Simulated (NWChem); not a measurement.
System: Si2H5O cation

Here is an NWChem input.

```
start job
memory heap 200 mb stack 900 mb global 1100 mb
charge 1
geometry units angstroms noautosym nocenter noautoz
  Si     0.003501     1.691948    -0.000533
  O      0.028555     0.128321    -0.005185
  Si    -0.000013    -1.624480    -0.000110
  H     -1.301007     2.381055     0.007180
  H      1.287730     2.417594    -0.004735
  H      1.073950    -2.004841     0.944955
  H     -1.362522    -1.982089     0.454929
  H      0.279491    -1.978275    -1.410514
end
basis spherical
  * library def2-svp
end
dft
  xc m06-2x
  iterations 150
end
cosmo
  do_cosmo_smd true
  solvent water
end
task dft energy
```

Parts of the log:

```
             Northwest Computational Chemistry Package (NWChem) 7.3.0
             --------------------------------------------------------

                             Geometry "geometry" -> ""
                             -------------------------

 Output coordinates in angstroms (scale by  1.889725989 to convert to a.u.)

  No.       Tag          Charge          X              Y              Z
 ---- ---------------- ---------- -------------- -------------- --------------
    1 Si                  14.0000     0.00350100     1.69194800    -0.00053300
    2 O                    8.0000     0.02855500     0.12832100    -0.00518500
    3 Si                  14.0000    -0.00001300    -1.62448000    -0.00011000
    4 H                    1.0000    -1.30100700     2.38105500     0.00718000
    5 H                    1.0000     1.28773000     2.41759400    -0.00473500
    6 H                    1.0000     1.07395000    -2.00484100     0.94495500
    7 H                    1.0000    -1.36252200    -1.98208900     0.45492900
    8 H                    1.0000     0.27949100    -1.97827500    -1.41051400

 Effective nuclear repulsion energy (a.u.)     146.8837511393

                                 NWChem DFT Module
                                 -----------------

 Summary of "ao basis" -> "ao basis" (spherical)
 ------------------------------------------------------------------------------
       Tag                 Description            Shells   Functions and Types
 ---------------- ------------------------------  ------  ---------------------
 Si                         def2-svp                 8       18   4s3p1d
 O                          def2-svp                 6       14   3s2p1d
 H                          def2-svp                 3        5   2s1p

 in cosmo_initialize ...
 calling solv_data for solv:h2o

 solvent parameters
 solvname_short: h2o
 solvname_long:  water
 dielec:       78.4000
 dielecinf:     1.7769
 aqueous SMD model solvent descriptors
 dielec:       78.4000
 sola:          0.8200

          ---------------
          -cosmo- solvent
          ---------------
 Cosmo: York-Karplus, doi: 10.1021/jp992097l
 dielectric constant -eps-     =  78.40
 screen = (eps-1)/(eps    )    =   0.98724
 surface charge correction     = lagrangian

   van der Waals surface
 --------------------------

 ---------- ATOMIC COORDINATES (A.U.) ------------ VDWR(ANG.) --
     1    0.00661593    3.19731811   -0.00100722     2.470
     2    0.05396113    0.24249153   -0.00979823     1.520
     3   -0.00002457   -3.06982207   -0.00020787     2.470
     4   -2.45854674    4.49954151    0.01356823     1.200
     5    2.43345685    4.56859021   -0.00894785     1.200
     6    2.02947123   -3.78860014    1.78570602     1.200
     7   -2.57479323   -3.74560509    0.85969115     1.200
     8    0.52816141   -3.73839768   -2.66548496     1.200
 number of segments per atom =        128
 number of   points per atom =        128
 atom (   nspa,  nppa )
 ----------------------
    1 (    108,     0 )       0
    2 (      0,     0 )       0
    3 (    105,     0 )       0
    4 (     34,     0 )       0
    5 (     32,     0 )       0
    6 (     34,     0 )       0
    7 (     31,     0 )       0
    8 (     32,     0 )       0
 number of -cosmo- surface points =      376
 molecular surface =    130.778 angstrom**2
 molecular volume  =    118.407 angstrom**3
 -lineq- algorithm             =   0
 -bem- low  level              =   3
 -bem- from -octahedral-
 gaussian surface charge width =   4.50000
 degree of switching           =   1.00000
 switching function tolerance  =   0.00010
 atomic radii =
 --------------
    1 14.000  2.470
    2  8.000  1.520
    3 14.000  2.470
    4  1.000  1.200
    5  1.000  1.200
    6  1.000  1.200
    7  1.000  1.200
    8  1.000  1.200
 ...... end of -cosmo- initialization ......

 nat:                     8
 ixmem:                  3618
 calling mnsol_interface()
 G(SMD-CDS) energy (kcal/mol)  =     2.671
 SMD-CDS SASA (angstrom**2)    =   144.821

            General Information
            -------------------
          SCF calculation type: DFT
          Wavefunction type:  closed shell.
          No. of atoms     :     8
          No. of electrons :    40
           Alpha electrons :    20
            Beta electrons :    20
          Charge           :     1
          Spin multiplicity:     1
          Use of symmetry is: off; symmetry adaption is: off
          Maximum number of iterations: 150
          AO basis - number of functions:    75
                     number of shells:    37
          Convergence on energy requested:  1.00D-06
          Convergence on density requested:  1.00D-05
          Convergence on gradient requested:  5.00D-04

              XC Information
              --------------
                       M06-2X Method XC Functional
                     Hartree-Fock (Exact) Exchange  0.540
                        M06-2X Exchange Functional  1.000
                      M06-2X Correlation Potential  1.000

             Grid Information
             ----------------
          Grid used for XC integration:  medium
          Radial quadrature: Mura-Knowles
          Angular quadrature: Lebedev.
          Tag              B.-S. Rad. Rad. Pts. Rad. Cut. Ang. Pts.
          ---              ---------- --------- --------- ---------
          Si                  1.10       88          11.0       590
          O                   0.60       49           8.0       434
          H                   0.35       45          12.0       434
          Grid pruning is: on
          Number of quadrature shells:   450
          Spatial weights used:  Erf1

      Superposition of Atomic Density Guess
      -------------------------------------

 Sum of atomic energies:        -654.66463758

 Renormalizing density from      41.00 to     40

      Non-variational initial energy
      ------------------------------

 Total energy =    -645.335771
 1-e energy   =   -1169.293357
 2-e energy   =     377.073835
 HOMO         =      -0.653832
 LUMO         =      -0.324960

   convergence    iter        energy       DeltaE   RMS-Dens  Diis-err
 ---------------- ----- ----------------- --------- --------- ---------
     COSMO gas phase
 d= 0,ls=0.0,diis     1   -656.4828413686 -8.03D+02  2.16D-02  1.72D+00
 d= 0,ls=0.0,diis     2   -656.2621509907  2.21D-01  1.40D-02  3.82D+00
 d= 0,ls=0.0,diis     3   -656.6505552805 -3.88D-01  1.26D-03  3.42D-02
 d= 0,ls=0.0,diis     4   -656.6538428946 -3.29D-03  3.01D-04  2.57D-04
 d= 0,ls=0.0,diis     5   -656.6531536587  6.89D-04  1.51D-04  3.48D-05
  Resetting Diis
 d= 0,ls=0.0,diis     6   -656.6531629888 -9.33D-06  6.29D-05  2.05D-06
 d= 0,ls=0.0,diis     7   -656.6531636365 -6.48D-07  6.96D-06  1.47D-07

   convergence    iter        energy       DeltaE   RMS-Dens  Diis-err
 ---------------- ----- ----------------- --------- --------- ---------
     COSMO solvation phase
 d= 0,ls=0.0,diis     1   -656.7384753741 -8.53D-02  1.10D-03  1.85D-03
 d= 0,ls=0.0,diis     2   -656.7392294098 -7.54D-04  3.80D-04  2.54D-04
 d= 0,ls=0.0,diis     3   -656.7392749137 -4.55D-05  1.30D-04  1.34D-04
 d= 0,ls=0.0,diis     4   -656.7392904307 -1.55D-05  5.26D-05  2.29D-05
 d= 0,ls=0.0,diis     5   -656.7392922031 -1.77D-06  1.18D-05  3.09D-07
 d= 0,ls=0.0,diis     6   -656.7392921313  7.18D-08  2.60D-06  1.41D-08

         Total DFT energy =     -656.739292131309
      One electron energy =    -1184.915796737648
           Coulomb energy =      440.026928380853
    Exchange-Corr. energy =      -51.977904675416
 Nuclear repulsion energy =      146.883751139348

             COSMO energy =       -6.756270238446

 Numeric. integr. density =       39.999974666947

                                COSMO-SMD solvation results
                                ---------------------------

             internal energy in gas <Psi(g)|H|Psi(g)> =      -656.653163636454
         internal energy in solvent <Psi(s)|H|Psi(s)> =      -656.652167521162
                               delta internal energy  =         0.000996115291 (    0.63 kcal/mol)
   total free energy in solvent <Psi(s)|H+V/2|Psi(s)> =      -656.743547889719
 polarization energy contribution <Psi(s)|V/2|Psi(s)> =        -0.091380368556 (  -57.34 kcal/mol)
    total free energy in solvent including G(SMD-CDS) =      -656.739292131309
                       G(SMD-CDS) energy contribution =         0.004255758409 (    2.67 kcal/mol)
     1 M fixed-concentration free energy of solvation =        -0.086128494856 (  -54.05 kcal/mol)

                       DFT Final Molecular Orbital Analysis
                       ------------------------------------

 Vector   18  Occ=2.000000D+00  E=-4.601954D-01
              MO Center= -5.5D-02,  9.0D-01,  9.1D-02, r^2= 5.0D+00
   Bfn.  Coefficient  Atom+Function         Bfn.  Coefficient  Atom+Function
  ----- ------------  ---------------      ----- ------------  ---------------
    51     -0.270681  4 H  s                 56      0.270979  5 H  s
     8      0.255580  1 Si px                22     -0.234624  2 O  px
    25     -0.180640  2 O  px                40     -0.174848  3 Si px
    66      0.167922  7 H  s                 43     -0.144444  3 Si px
    61     -0.135447  6 H  s                  5     -0.129772  1 Si px

 Vector   19  Occ=2.000000D+00  E=-4.192849D-01
              MO Center=  2.5D-01, -1.6D+00, -3.7D-01, r^2= 2.6D+00
   Bfn.  Coefficient  Atom+Function         Bfn.  Coefficient  Atom+Function
  ----- ------------  ---------------      ----- ------------  ---------------
    71      0.356283  8 H  s                 42     -0.296677  3 Si pz
    61     -0.240808  6 H  s                 24      0.221254  2 O  pz
    72      0.192636  8 H  s                 27      0.178714  2 O  pz
    45     -0.170798  3 Si pz                39      0.158428  3 Si pz
    62     -0.130929  6 H  s                 66     -0.112674  7 H  s

 Vector   20  Occ=2.000000D+00  E=-4.114502D-01
              MO Center= -2.0D-01, -1.0D+00,  2.9D-01, r^2= 4.0D+00
   Bfn.  Coefficient  Atom+Function         Bfn.  Coefficient  Atom+Function
  ----- ------------  ---------------      ----- ------------  ---------------
    22      0.311840  2 O  px                66      0.311730  7 H  s
    40     -0.256008  3 Si px                25      0.244533  2 O  px
    61     -0.244428  6 H  s                 67      0.182148  7 H  s
    62     -0.142971  6 H  s                 37      0.135511  3 Si px
    43     -0.129660  3 Si px                51      0.124187  4 H  s

 Vector   21  Occ=0.000000D+00  E=-8.663692D-02
              MO Center=  7.2D-03,  1.7D+00, -8.0D-03, r^2= 2.6D+00
   Bfn.  Coefficient  Atom+Function         Bfn.  Coefficient  Atom+Function
  ----- ------------  ---------------      ----- ------------  ---------------
    13      0.684790  1 Si pz                10      0.442632  1 Si pz
    27     -0.242102  2 O  pz                24     -0.222568  2 O  pz
     7     -0.218700  1 Si pz                45     -0.136584  3 Si pz
    72     -0.123410  8 H  s                 62      0.084805  6 H  s
    15      0.064360  1 Si d -1              47     -0.043529  3 Si d -1

 Vector   22  Occ=0.000000D+00  E= 2.411373D-03
              MO Center=  3.3D-03,  3.2D-01,  8.2D-03, r^2= 5.7D+00
   Bfn.  Coefficient  Atom+Function         Bfn.  Coefficient  Atom+Function
  ----- ------------  ---------------      ----- ------------  ---------------
     4      0.917957  1 Si s                 21     -0.710310  2 O  s
    44      0.564117  3 Si py                57     -0.439198  5 H  s
    52     -0.431958  4 H  s                  3      0.330653  1 Si s
    12     -0.282712  1 Si py                36     -0.249983  3 Si s
    41      0.213348  3 Si py                 2      0.204425  1 Si s

 Vector   23  Occ=0.000000D+00  E= 4.186166D-02
              MO Center= -6.2D-03,  1.3D+00,  2.9D-03, r^2= 6.3D+00
   Bfn.  Coefficient  Atom+Function         Bfn.  Coefficient  Atom+Function
  ----- ------------  ---------------      ----- ------------  ---------------
     4      1.082448  1 Si s                 52     -0.911230  4 H  s
    57     -0.912670  5 H  s                 12      0.771020  1 Si py
    44     -0.522661  3 Si py                 3      0.410401  1 Si s
    21      0.347344  2 O  s                 67     -0.259390  7 H  s
    36      0.245312  3 Si s                 62     -0.236317  6 H  s

     Multipole analysis of the density
     ---------------------------------

     L   x y z        total         alpha         beta         nuclear
     -   - - -        -----         -----         ----         -------
     0   0 0 0      1.000000    -20.000000    -20.000000     41.000000

     1   1 0 0     -0.014726     -0.248222     -0.248222      0.481718
     1   0 1 0      2.034051      0.256823      0.256823      1.520406
     1   0 0 1      0.005310      0.058088      0.058088     -0.110865

     2   2 0 0    -22.246579    -22.631959    -22.631959     23.017340
     2   1 1 0      0.021444     -0.208199     -0.208199      0.437842
     2   1 0 1      0.006472      0.031611      0.031611     -0.056750
     2   0 2 0     -7.620624   -183.310353   -183.310353    359.000082
     2   0 1 1      0.002829      0.029282      0.029282     -0.055735
     2   0 0 2    -21.156938    -16.095305    -16.095305     11.033672
```

Level: M06-2X/def2-SVP, SMD on the gas-phase geometry. Coordinates come from a PBE0/def2-SVP optimisation. Solvent: water.
